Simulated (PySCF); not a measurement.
Input for PySCF: R-M06-2X/def2-TZVPPD on NH3 (SMILES N) with ghost functions.

```python
from pyscf import gto, dft

mol = gto.M(
    atom='''
    N     0.29598717    0.12897206    0.48378762
    H     0.13375224    0.82385738    1.20355977
    H     0.96485550    0.52019505   -0.16961120
    H    -0.57747096    0.00290596   -0.01482641
    ghost-C    1.26108283    0.07132985    4.10193564
    ghost-C   -0.22175371    0.43336108    4.13342418
    ghost-C   -1.12185476   -0.74728944    3.77771912
    ghost-H    1.88980626    0.92945729    4.34880245
    ghost-H    1.48209944   -0.72040597    4.82218084
    ghost-H    1.54992655   -0.29102488    3.11315278
    ghost-H   -0.41188846    1.25978363    3.43964446
    ghost-H   -0.48706387    0.81319836    5.12472538
    ghost-H   -2.17735944   -0.46744592    3.79387818
    ghost-H   -0.88369916   -1.12828698    2.78247626
    ghost-H   -0.98470653   -1.56706204    4.48737757
    ''',
    basis='def2-tzvppd',
    charge=0, spin=0, verbose=4, max_memory=1800)
mf = dft.RKS(mol, xc='m062x').density_fit(auxbasis='def2-universal-jkfit')
mf.grids.level = 4
mf.conv_tol = 1e-9
mf.max_cycle = 150
mf.kernel()
mf.dip_moment()
```

Output:

```
PySCF version 2.14.0

[INPUT] verbose = 4
[INPUT] num. atoms = 15
[INPUT] num. electrons = 10
[INPUT] charge = 0
[INPUT] spin (= nelec alpha-beta = 2S) = 0
[INPUT] symmetry False subgroup None
[INPUT] Mole.unit = angstrom
[INPUT] Symbol           X                Y                Z      unit          X                Y                Z       unit  Magmom
[INPUT]  1 N      0.295987170000   0.128972060000   0.483787620000 AA    0.559334687685   0.243721871121   0.914226104255 Bohr   0.0
[INPUT]  2 H      0.133752240000   0.823857380000   1.203559770000 AA    0.252755102147   1.556864813902   2.274398339845 Bohr   0.0
[INPUT]  3 H      0.964855500000   0.520195050000  -0.169611200000 AA    1.823312644780   0.983026175854  -0.320518715659 Bohr   0.0
[INPUT]  4 H     -0.577470960000   0.002905960000  -0.014826410000 AA   -1.091261959290   0.005491468529  -0.028017854311 Bohr   0.0
[INPUT]  5 GHOST-C   1.261082830000   0.071329850000   4.101935640000 AA    2.383101169091   0.134793881006   7.751534940193 Bohr   0.0
[INPUT]  6 GHOST-C  -0.221753710000   0.433361080000   4.133424180000 AA   -0.419053779006   0.818933754246   7.811039656855 Bohr   0.0
[INPUT]  7 GHOST-C  -1.121854760000  -0.747289440000   3.777719120000 AA   -2.119998247940  -1.412172377380   7.138854512333 Bohr   0.0
[INPUT]  8 GHOST-H   1.889806260000   0.929457290000   4.348802450000 AA    3.571216259889   1.756419722580   8.218045600338 Bohr   0.0
[INPUT]  9 GHOST-H   1.482099440000  -0.720405970000   4.822180840000 AA    2.800762030971  -1.361369981802   9.112601110725 Bohr   0.0
[INPUT] 10 GHOST-H   1.549926550000  -0.291024880000   3.113152780000 AA    2.928936692692  -0.549957318634   5.883006138128 Bohr   0.0
[INPUT] 11 GHOST-H  -0.411888460000   1.259783630000   3.439644460000 AA   -0.778356383269   2.380646036910   6.499985995277 Bohr   0.0
[INPUT] 12 GHOST-H  -0.487063870000   0.813198360000   5.124725380000 AA   -0.920417319471   1.536722185345   9.684327431808 Bohr   0.0
[INPUT] 13 GHOST-H  -2.177359440000  -0.467445920000   3.793878180000 AA   -4.114613016336  -0.883344766845   7.169390710163 Bohr   0.0
[INPUT] 14 GHOST-H  -0.883699160000  -1.128286980000   2.782476260000 AA   -1.669949388908  -2.132153382113   5.258118079504 Bohr   0.0
[INPUT] 15 GHOST-H  -0.984706530000  -1.567062040000   4.487377570000 AA   -1.860825654771  -2.961318075802   8.479914624816 Bohr   0.0

nuclear repulsion = 11.9357460237669
number of shells = 129
number of NR pGTOs = 417
number of NR cGTOs = 335
basis = def2-tzvppd
ecp = {}


******** <class 'pyscf.df.df_jk.DFRKS'> ********
method = DFRKS
initial guess = minao
damping factor = 0
level_shift factor = 0
DIIS = <class 'pyscf.scf.diis.CDIIS'>
diis_start_cycle = 1
diis_space = 8
diis_damp = 0
SCF conv_tol = 1e-09
SCF conv_tol_grad = None
SCF max_cycles = 150
direct_scf = False
XC library pyscf.dft.libxc version 7.1.2
    S. Lehtola, C. Steigemann, M. J. T. Oliveira, and M. A. L. Marques,  SoftwareX 7, 1–5 (2018)
XC functionals = m062x
    Y. Zhao and D. G. Truhlar,  Theor. Chem. Acc. 120, 215 (2008)
    Y. Zhao and D. G. Truhlar,  Theor. Chem. Acc. 120, 215 (2008)
radial grids:
    Treutler-Ahlrichs [JCP 102, 346 (1995); DOI:10.1063/1.469408] (M4) radial grids

becke partition: Becke, JCP 88, 2547 (1988); DOI:10.1063/1.454033
pruning grids: <function nwchem_prune>
grids dens level: 4
symmetrized grids: False
atomic radii adjust function: <function treutler_atomic_radii_adjust>
small_rho_cutoff = 0
Set gradient conv threshold to 3.16228e-05
Initial guess from minao.
tot grids = 286488
******** <class 'pyscf.df.df.DF'> ********
auxbasis = def2-universal-jkfit
init E= -56.4324371856384
  HOMO = -0.334034814231169  LUMO = -0.00575192059281271  gap/eV = 8.93303
cycle= 1 E= -56.53234741905  delta_E= -0.0999  |g|= 0.301  |ddm|= 1.24
  HOMO = -0.273166510387489  LUMO = 0.0123745838593656  gap/eV = 7.76997
cycle= 2 E= -56.5335327107491  delta_E= -0.00119  |g|= 0.314  |ddm|= 0.744
  HOMO = -0.34122635866993  LUMO = 0.00888760784309284  gap/eV = 9.52709
cycle= 3 E= -56.5531993996078  delta_E= -0.0197  |g|= 0.0198  |ddm|= 0.436
  HOMO = -0.339758034181363  LUMO = 0.00951816958713714  gap/eV = 9.50429
cycle= 4 E= -56.5532729938772  delta_E= -7.36e-05  |g|= 0.00294  |ddm|= 0.0317
  HOMO = -0.340042844559973  LUMO = 0.00947038860873661  gap/eV = 9.51074
cycle= 5 E= -56.5532756246528  delta_E= -2.63e-06  |g|= 0.000411  |ddm|= 0.00866
  HOMO = -0.340011117719946  LUMO = 0.00946575517960468  gap/eV = 9.50975
cycle= 6 E= -56.5532757111493  delta_E= -8.65e-08  |g|= 5.65e-05  |ddm|= 0.00186
  HOMO = -0.340018379156248  LUMO = 0.00946296847937589  gap/eV = 9.50987
cycle= 7 E= -56.5532757137104  delta_E= -2.56e-09  |g|= 9e-06  |ddm|= 0.000377
  HOMO = -0.340018654258083  LUMO = 0.00946270847989972  gap/eV = 9.50987
cycle= 8 E= -56.5532757137797  delta_E= -6.93e-11  |g|= 1.08e-06  |ddm|= 7.68e-05
  HOMO = -0.340018390399784  LUMO = 0.00946274160255989  gap/eV = 9.50987
Extra cycle  E= -56.5532757137805  delta_E= -8.53e-13  |g|= 5.69e-07  |ddm|= 6.39e-06
converged SCF energy = -56.5532757137805
Dipole moment(X, Y, Z, Debye): -0.49656,  1.30250, -0.59189
```

The calculation finished and met its thresholds.

Cost: around 100 core-seconds (rough).
